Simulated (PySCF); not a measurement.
**`NC1=CBC=C1`, C4H6BN**

Molfile (atoms numbered from 1):
```
C4H6BN
     RDKit          3D

 12 12  0  0  0  0  0  0  0  0999 V2000
    1.6906    0.1529    1.0139 N   0  0  0  0  0  0  0  0  0  0  0  0
    0.5587   -0.0661    0.3327 C   0  0  0  0  0  0  0  0  0  0  0  0
   -0.0184   -1.2558   -0.0272 C   0  0  0  0  0  0  0  0  0  0  0  0
   -1.2820   -0.8984   -0.7738 B   0  0  0  0  0  0  0  0  0  0  0  0
   -1.3294    0.7158   -0.7807 C   0  0  0  0  0  0  0  0  0  0  0  0
   -0.2440    1.1240   -0.1294 C   0  0  0  0  0  0  0  0  0  0  0  0
    2.0113    1.0825    1.2025 H   0  0  0  0  0  0  0  0  0  0  0  0
    2.2554   -0.6128    1.3299 H   0  0  0  0  0  0  0  0  0  0  0  0
    0.4195   -2.2140    0.2234 H   0  0  0  0  0  0  0  0  0  0  0  0
   -2.0974   -1.6218   -1.2695 H   0  0  0  0  0  0  0  0  0  0  0  0
   -2.0569    1.3986   -1.2053 H   0  0  0  0  0  0  0  0  0  0  0  0
    0.0736    2.1435    0.0724 H   0  0  0  0  0  0  0  0  0  0  0  0
  1  2  1  0
  2  3  2  0
  3  4  1  0
  4  5  1  0
  5  6  2  0
  6  2  1  0
  1  7  1  0
  1  8  1  0
  3  9  1  0
  4 10  1  0
  5 11  1  0
  6 12  1  0
M  END
```

Computed with PySCF 2.14.0, UKS BHandHLYP/cc-pVDZ four-point reorganisation energy, gas phase. Geometry: BHandHLYP/cc-pVDZ.

(1) What is the inner reorganisation energy for hole transfer, with the ionisation energy?

(2) What is the inner reorganisation energy for electron transfer, with the electron affinity?

## Answers

(1) λ = 0.278 (surface of the oxidised species) + 0.285 (surface of the starting species) = 0.563 eV. The ionisation energy is 7.36 eV vertical and 7.09 eV adiabatic without zero-point energy; at the relaxed geometry of the oxidised species the two energies differ by 6.80 eV. Largest bond changes: C2–C3 1.370 → 1.442 Å, C3–B4 1.510 → 1.555 Å, C6–C2 1.508 → 1.464 Å, N1–C2 1.339 → 1.298 Å, B4–C5 1.615 → 1.578 Å. ⟨S²⟩ of the relaxed oxidised species 0.760.

(2) λ = 0.415 (surface of the reduced species) + 0.356 (surface of the starting species) = 0.771 eV. The electron affinity is -0.32 eV vertical and 0.09 eV adiabatic without zero-point energy; at the relaxed geometry of the reduced species the two energies differ by 0.45 eV. Largest bond changes: N1–C2 1.339 → 1.419 Å, C6–C2 1.508 → 1.447 Å, B4–C5 1.615 → 1.562 Å, C5–C6 1.330 → 1.378 Å, C3–B4 1.510 → 1.530 Å. ⟨S²⟩ of the relaxed reduced species 0.763.

The highest occupied orbital of the reduced species is unbound in this basis, so its energies are rough.
